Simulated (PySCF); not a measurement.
# From a computed spectrum to the compound

A species of 4 atoms with charge 3 has these harmonic modes (BP86, small Gaussian bases with core potentials, PySCF 2.14.0):

```csv
cm⁻¹,km/mol,symmetry
466,13.1,a1
670,94.0,b2
726,416.6,b1
1597,160.4,a1
3213,854.2,a1
3219,571.1,b2
```

Q: Which species is it, and in which structure?

A: [Ho(H2O)]3+ (singlet in the valence; each metal's 4f electrons, 10 of them, lie in its core potential, out of spins and levels):
```xyz
4

Ho    0.0000    0.0000   -0.2202
O     0.0000    0.0000    1.9450
H     0.7912    0.0000    2.5853
H    -0.7912    0.0000    2.5853
```
Ideal gas at 298.15 K and 1 bar: S = 273.4 J/(mol K), Cp = 46.0 J/(mol K), H − H(0 K) = 11.2 kJ/mol (rigid rotor, harmonic modes, spin degeneracy alone, that of the 4f electrons in the core included). An lcecp potential fixes the number of 4f electrons, so in runs with it no electron can move into or out of that shell.
 The answer isn't unique; the calculation gave this one.
